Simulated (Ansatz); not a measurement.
`C[SiH2][SiH2]O` → `O[SiH3]` + `C[SiH]` at 600 K and 1 bar (silylene formation by 1,1-elimination).

Isolated molecules relaxed with PBE0-D4/def2-TZVP in Ansatz; ΔE leaves out vibrations. CCSD(T)/CBS adds triple-zeta CCSD(T) − MP2 to the extrapolated MP2 energy (def2 sets, frozen cores). This one scheme is used for every species. Each species was taken in one conformer, which may not be the lowest.

```csv
species,CCSD(T)/CBS energy (Eh),H − E (kJ/mol),S (J/(mol·K))
`C[SiH2][SiH2]O`,-696.24339,292.4,465.4
`O[SiH3]`,-366.69042,135.7,307.9
`C[SiH]`,-329.46712,143.5,309.3
```

H − E and S are ideal-gas, rigid-rotor, harmonic terms from PBE0-D4/def2-TZVP, for one conformer and one mirror image of each species. 1 Eh = 2625.50 kJ/mol, R = 8.31446 J/(mol·K).

Task: By hand: ΔE, ΔH, ΔS and ΔG.

Result: ΔE = (-366.69042) + (-329.46712) − (-696.24339) = 0.08585 Eh = 225.4 kJ/mol. Δ(H − E) = 135.7 + 143.5 − 292.4 = -13.2, so ΔH = 212.2 kJ/mol. ΔS = 307.9 + 309.3 − 465.4 = 151.8 J/(mol·K). ΔG = 212.2 − 600 × (151.8)/1000 = 121.1 kJ/mol.

Task: By hand: the equilibrium constant, and the temperature at which ΔG would vanish if ΔH and ΔS stayed fixed.

Result: log₁₀ K = −ΔG/(RT ln 10) = -10.5. ΔG = 0 at ΔH/ΔS = 1398 K.

The number of gas molecules changes by +1, which sets the sign of ΔS. A doubt of 5 kJ/mol in ΔE shifts log₁₀ K by 0.4 here. Other conformers and mirror images would add mixing entropy, several J/(mol·K) or more a flexible species. Modes under 60 cm⁻¹, often nearly free rotors, make the harmonic entropy too high. These are equilibria of isolated gas molecules and say nothing of rates. Largest T1 diagnostic: 0.012 (customary marks: 0.02 for closed shells, 0.045 for open ones).
